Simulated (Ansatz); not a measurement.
Input for Ansatz (an electronic-structure program): R-PBE/def2-TZVPP on BeH4Si (SMILES [BeH][SiH3]), atoms moved off the minimum.

Ansatz 0.2 input:
```yaml
crystal:
  periodic: [false, false, false]
  atoms:
    - {symbol: Be, position_ang: [-1.38788146, -0.81164632, -0.30306000]}
    - {symbol: H, position_ang: [-2.49046703, -1.19008516, -0.32274631]}
    - {symbol: Si, position_ang: [0.47097923, 0.40257011, -0.15658826]}
    - {symbol: H, position_ang: [1.14745810, 0.01906709, 1.43432613]}
    - {symbol: H, position_ang: [0.30285174, 1.78815022, -0.00463390]}
    - {symbol: H, position_ang: [1.32867312, -0.28351963, -1.19352887]}
basis:
  gaussian:
    orbitals: def2-TZVPP
hamiltonian:
  xc: {name: PBE}
scf: {lower_state_search: off}
output: {forces: true}
```

It printed:

```
WARN ansatz: RAYON_NUM_THREADS=1 ignored (pool sized by the plan → 1); use --threads N
Functional definition: PBE
these checks for a lower state are left out or cut short: stability, starts, cluster_reference, orbital_swaps, neighbouring_geometries, increment
integrals: 0.03 GiB planned
665 factors; their error is unknown
mean field: 0.26 GiB planned
mean field evaluation 1: about -8335.4529 eV, gradient 1.9e1 eV
mean field evaluation 2: about -8336.2850 eV, gradient 1.3e1 eV
mean field evaluation 4: about -8336.9111 eV, gradient 3.8e-1 eV
mean field evaluation 8: about -8336.8909 eV, gradient 1.6e-1 eV
mean field evaluation 16: about -8336.8910 eV, gradient 6.8e-5 eV
mean field -8336.89095554 eV, -306.3750916686 hartree, gradient 3.6e-6 eV, S^2 0.000000; 0 other end points of the search recorded, 0 dependent functions left out
the calculation of the forces begins
reference -8336.89100143 eV, -306.3750933549 hartree; 11, 11 occupied and 106, 106 virtual orbitals, 665 factors
Total energy: -8336.89100143 eV, -306.3750933549 hartree
Atom 0 at    -1.387881    -0.811646    -0.303060 Å, force     3.534428     2.020414     0.309823 eV/Å
Atom 1 at    -2.490467    -1.190085    -0.322746 Å, force    -3.488606    -1.547505    -0.140326 eV/Å
Atom 2 at     0.470979     0.402570    -0.156588 Å, force     0.364603    -3.472661     2.361151 eV/Å
Atom 3 at     1.147458     0.019067     1.434326 Å, force    -0.787800     0.387999    -2.225693 eV/Å
Atom 4 at     0.302852     1.788150    -0.004634 Å, force     0.033746     1.902903    -0.375300 eV/Å
Atom 5 at     1.328673    -0.283520    -1.193529 Å, force     0.343630     0.708851     0.070344 eV/Å
Dipole moment:    -0.053593    -0.058666    -0.157232 e Å
Checks for a lower state left out: stability, starts, cluster_reference, orbital_swaps, neighbouring_geometries, increment
```

Self-consistency was reached.

Cost: very roughly 1.4 core-seconds.
